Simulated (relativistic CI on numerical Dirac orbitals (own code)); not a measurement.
Calculated at this level of theory: Dirac-Coulomb-Breit CI, orbitals from a KLI potential per configuration, model QED (radiative potential, 1s self-energy scaled to tabulated hydrogen-like ionisation energies), unscaled Slater integrals (own radial code, finite nucleus).

CI space (outside the closed core [Ar] 3d10): 4s2.4p6.4d6, 4s2.4p5.4d7, 4s2.4p6.4d5.4f, 4s.4p6.4d7, 4s2.4p5.4d6.4f, 4s2.4p6.4d5.5s, 4s.4p6.4d6.4f, 4s2.4p6.4d5.5p, 4s2.4p6.4d4.4f.5s, 4s2.4p6.4d5.5d, 4s2.4p5.4d6.5s, 4s2.4p6.4d4.5s.5p, 4s2.4p6.4d5.5f, 4s2.4p6.4d5.6s, 4s.4p6.4d6.5s, 4p6.4d7.5p, 4p6.4d8, 4p5.4d9, 4p5.4d8.4f, 4s2.4p6.4d4.5s2, 4s2.4p6.4d3.4f.5s2, 4s2.4p5.4d4.4f.5s2, 4s.4p6.4d4.4f.5s2. Double excitations out of closed p, d and f shells are left out; levels of such configurations are missing from the list, as are those of other unlisted configurations, and high levels can miss mixing partners. These lack a partner that the ground configuration has and come out too high: 4s2.4p5.4d6.5s.

At this charge energies of transitions that change n are usually good to better than 1 %, and those within a shell (Δn = 0) to a few per cent. Terms inside the open d or f shell come out 10 to 20 % too wide with unscaled integrals.

Outline of the computed level scheme of Tb XXIV. Lowest level of each configuration: 4s2.4p6.4d6 5D_4 at 0.000 eV; 4s2.4p5.4d7 5G°_6 at 131.609 eV.

Some strong electric-dipole decays among the lowest 45 levels: 4s2.4p5.4d7 5P°_3 → 4s2.4p6.4d6 5D_4 (3.5e+10 s⁻¹); 4s2.4p5.4d7 5D°_1 → 4s2.4p6.4d6 3P_2 (3.1e+10 s⁻¹); 4s2.4p5.4d7 5D°_4 → 4s2.4p6.4d6 5D_4 (2.5e+10 s⁻¹); 4s2.4p5.4d7 3P°_2 → 4s2.4p6.4d6 3P_2 (2.3e+10 s⁻¹); 4s2.4p5.4d7 5F°_5 → 4s2.4p6.4d6 5D_4 (1.4e+10 s⁻¹); 4s2.4p5.4d7 3F°_4 → 4s2.4p6.4d6 5D_4 (1.1e+10 s⁻¹); 4s2.4p5.4d7 5D°_1 → 4s2.4p6.4d6 5D_0 (6.8e+09 s⁻¹); 4s2.4p5.4d7 3D°_3 → 4s2.4p6.4d6 3P_2 (6.2e+09 s⁻¹).

LS names give the leading component of a level, which can be under half, so a name can repeat, a term be missing and a line seem to break the LS rules.
